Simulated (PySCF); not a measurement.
C₆H₁₀NSi (doublet state).
Geometry (GFN2-xTB, Å), atoms numbered from 1 in this order:
```
atom  x, y, z in Å
C1     2.5711   -0.2735   -0.9816
C2     1.7365   -0.1374   -0.1339
C3     0.6937   -0.0777    0.8776
N4     0.0533   -1.3707    1.0640
Si5   -1.2413   -1.6675   -0.0266
C6    -1.2718    0.1431   -0.6043
C7    -0.4424    0.8906    0.4756
C8     0.0170    2.1921   -0.0110
H9     3.3112   -0.3600   -1.7208
H10    1.1422    0.2528    1.8253
H11    0.6611   -2.0793    1.4405
H12   -0.9734   -2.5847   -1.1398
H13   -2.4112   -2.0877    0.7470
H14   -0.7784    0.2493   -1.5708
H15   -2.2594    0.5891   -0.6925
H16   -1.0881    1.0114    1.3518
H17    0.8564    2.2471   -0.6777
H18   -0.5851    3.0693    0.1256
```

The hyperfine couplings belong to this conformer and change with its torsions.

Identity: `C#C[C@@H]1N[SiH2]C[C@@H]1[CH2]` [radical].

Computed, not measured: UKS B3LYP, pcH-1 on C H N Si, non-relativistic, mean-field spin-orbit, GIAO in PySCF. Isolated species at its GFN2-xTB geometry (one conformer only). The geometry wasn't refined by DFT: couplings that depend on bond lengths, twists or pyramidal angles can differ widely from those at the functional's own minimum. No stability test was run, so a lower SCF solution isn't excluded.

Principal values of hyperfine tensors in MHz (contact, dipolar and spin–orbit terms together), for some of the nuclei:

```
atom  isotope       A1      A2      A3
  C8      13C    11.42   12.18  251.52
 H18       1H  -100.46  -61.90  -22.77
 H17       1H   -98.67  -60.54  -21.38
  C7      13C   -33.71  -31.86  -28.85
  C3      13C    21.31   21.51   28.74
 H16       1H    16.36   17.44   31.08
 Si5     29Si   -18.74  -11.18  -10.84
 H12       1H     5.40    5.68    7.74
```

(1) Split each tensor into its isotropic and traceless parts, and turn a_iso into mT with g = 2.0026.

(2) What spin density at the nucleus of C8 lies behind its contact coupling (g_N = 1.40482)?

(3) C6 (13C, g_N = 1.40482) isn't in the table. Its spin density at the nucleus is 0.06807 bohr⁻³. What is its contact coupling?

(4) Name the largest traceless tensor T of the table and describe it.

(5) In a single crystal, with the field along each principal axis of the tensor of H18 in turn, what first-order splitting does this nucleus give (isotropic g, quadrupole terms neglected)?

Answers

(1) a_iso = (A1 + A2 + A3)/3, Ti = Ai − a_iso; 1 mT corresponds to 28.028 MHz. The tensors hold a spin–orbit part: the run splits a_iso into a_FC + a_SO, and T includes its anisotropic share.

```json
{"atom": "C8", "a_iso (MHz)": "91.71", "a_FC": "91.81", "a_SO": "-0.10", "a_iso (mT)": "3.272", "T1": "-80.29", "T2": "-79.52", "T3": "159.81"}
{"atom": "H18", "a_iso (MHz)": "-61.71", "a_FC": "-61.72", "a_SO": "0.01", "a_iso (mT)": "-2.202", "T1": "-38.75", "T2": "-0.19", "T3": "38.94"}
{"atom": "H17", "a_iso (MHz)": "-60.20", "a_FC": "-60.21", "a_SO": "0.01", "a_iso (mT)": "-2.148", "T1": "-38.47", "T2": "-0.34", "T3": "38.81"}
{"atom": "C7", "a_iso (MHz)": "-31.47", "a_FC": "-31.48", "a_SO": "0.01", "a_iso (mT)": "-1.123", "T1": "-2.24", "T2": "-0.39", "T3": "2.63"}
{"atom": "C3", "a_iso (MHz)": "23.85", "a_FC": "23.85", "a_SO": "0.00", "a_iso (mT)": "0.851", "T1": "-2.54", "T2": "-2.34", "T3": "4.89"}
{"atom": "H16", "a_iso (MHz)": "21.62", "a_FC": "21.62", "a_SO": "0.00", "a_iso (mT)": "0.772", "T1": "-5.27", "T2": "-4.19", "T3": "9.46"}
{"atom": "Si5", "a_iso (MHz)": "-13.59", "a_FC": "-13.62", "a_SO": "0.03", "a_iso (mT)": "-0.485", "T1": "-5.15", "T2": "2.41", "T3": "2.74"}
{"atom": "H12", "a_iso (MHz)": "6.27", "a_FC": "6.27", "a_SO": "0.00", "a_iso (mT)": "0.224", "T1": "-0.88", "T2": "-0.59", "T3": "1.47"}
```

(2) a_FC = 800.24 MHz bohr³ × g_N × ρ(0)/(2S). With a_FC = 91.81 MHz and 2S = 1, ρ(0) = 0.08166 bohr⁻³.

(3) By the same relation, a_FC = 76.5 MHz. Its full tensor has the principal values 69.15, 69.49, 90.91 MHz.

(4) C8: -80.3, -79.5, 159.8 MHz, axial, in the ratio −1:−1:+2, the form that spin in one p orbital centred on that nucleus gives.

(5) 2 lines (I = 1/2), spaced by |A_i|/(g × 13.996): 3.58, 2.21, 0.81 mT along the axes of A1, A2 and A3.
